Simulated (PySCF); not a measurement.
Be(Br)(Me), SMILES [CH3][Be][Br] at its CAM-B3LYP/def2-SVP optimised geometry (Å):

```
6

Be     0.0583     0.1579     0.0000
Br     2.0197     0.1579     0.0000
C     -1.6052     0.1599     0.0024
H     -2.0149     0.4819     0.9750
H     -2.0197    -0.8416    -0.2045
H     -2.0178     0.8416    -0.7609
```

Method: CAM-B3LYP/def2-TZVP (PySCF 2.14.0). Cells within 0.4 Å of a nucleus heavier than hydrogen are left out (blank, or x).

Map of the log10 of the electron density (e/bohr³), floored at −4 on the plane z = 0.0 Å:

```
|000000000000000000000000000|
|000000000000000000000000000|
|000000000000000000000000000|
|000000000000000000000000000|
|000000000000000000000000000|
|000000000000000000110000000|
|000000111111011112222110000|
|000011222222222233333321000|
|000123344433333344444432100|
|000134455554444455665543210|
|001234566665555566777654310|
|001245677776665667888764320|
|00124567xx777xx678xx9765320|
|00124567xx777xx678xx9765320|
|001245678776666677898764320|
|001245677766555566777654310|
|001235677655444455666543210|
|000134555543333344454432100|
|000123444332222233333321000|
|000012222221111122222110000|
|000000111100000001111000000|
|000000000000000000000000000|
|000000000000000000000000000|
|000000000000000000000000000|
|000000000000000000000000000|
|000000000000000000000000000|
|000000000000000000000000000|
```
Scale: ten equal steps from -4.00 (start of '0') to 0.196 (end of '9'), in the order '0123456789'; x runs from -4.50 to 4.50, y from -4.50 (bottom) to 4.50 (top).
